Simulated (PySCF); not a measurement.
## GaP: a composite coupled-cluster calculation

State: ³Σ⁻, triplet, unpaired electrons π ↑↑. De refers to Ga + P. ROHF-based CCSD(T) in PySCF 2.14 with Ga cc-pwCVDZ-PP with ECP10, P aug-cc-pV(D+d)Z and Ga cc-pwCVTZ-PP with ECP10, P aug-cc-pV(T+d)Z (frozen core orbitals: 9; scalar-relativistic core potentials). Correlation energies are extrapolated as n⁻³ (n = 2, 3), Hartree–Fock as (n+1)·exp(−9√n).

```tsv
Level	Re (Å)	ωe (cm⁻¹)	ωexe (cm⁻¹)	αe (cm⁻¹)	De (eV)
CCSD(T)/DZ	2.4816	275.3	1.06	0.000752	1.670
CCSD(T)/TZ	2.4529	290.8	1.09	0.000723	1.929
HF/CBS	2.4663	295.5	0.952	0.000670	0.937
MP2/CBS	2.4260	303.1	0.998	0.000691	1.948
CCSD/CBS	2.4410	299.0	1.05	0.000701	1.917
CCSD(T)/CBS	2.4442	295.8	1.08	0.000713	2.033
```

Q: How much is left between CCSD(T)/TZ and the basis-set limit, and how much do the triples give at the limit?

A: CCSD(T)/CBS less CCSD(T)/TZ: -8.7 mÅ in Re, +5.0 cm⁻¹ in ωe and +0.104 eV in De. CCSD(T)/CBS less CCSD/CBS: +3.2 mÅ in Re, -3.2 cm⁻¹ in ωe and +0.116 eV in De.

The T1 diagnostic is 0.020. The state was picked by a PBE0 search and need not be the measured ground state. Spin–orbit coupling, excitations beyond (T) and corrections to the Born–Oppenheimer picture are left out.

The whole job (state search and all basis sets along the bond) took about 11 min on 4 threads of Intel Xeon 6975P-C (shared host), peak memory 14 GiB.
